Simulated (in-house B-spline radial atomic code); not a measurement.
Ionising Ge²⁺ with different functionals

Computed with an all-electron radial atomic-structure program (B-spline basis): four-component Dirac-Coulomb Hamiltonian, Fermi nucleus of rms radius 4.0742 fm, spin-restricted, spherical fractional occupations for the functionals. The ionisation energy is the difference of two self-consistent energies, [Ar] 3d10 4s2 → [Ar] 3d10 4s1, without Breit or QED terms; ε is the level of the shell that loses the electron (mean over j).

Hybrids are left out here: with spherical fractional occupations of an open shell their exact exchange keeps a self-interaction that integer-occupation calculations don't have.

| method | rung | ΔSCF (eV) | -ε(4s) (eV) |
| --- | --- | --- | --- |
| LDA VWN5 | LDA | 35.22 | 29.63 |
| relativistic LDA | LDA | 35.18 | 29.60 |
| LDA PW92 | LDA | 35.21 | 29.63 |
| LDA exchange-only | LDA | 33.88 | 28.30 |
| PBE | GGA | 34.79 | 29.25 |
| PBEsol | GGA | 34.79 | 29.28 |
| BLYP | GGA | 34.95 | 29.32 |
| RPBE | GGA | 34.57 | 29.07 |
| PW91 | GGA | 34.90 | 29.36 |
| BP86 | GGA | 35.00 | 29.47 |
| AM05 | GGA | 34.75 | 29.23 |
| OLYP | GGA | 34.30 | 28.85 |

(1) How do they compare with the NIST value?

Results:

(1) NIST lists 34.058 eV ± 0.0012 (measured, ground level to ground level). Errors run from -0.18 to +1.16 eV; OLYP is closest (+0.24 eV), but part of that can be cancellation, since the calculations leave out Breit-QED terms, spin polarisation.
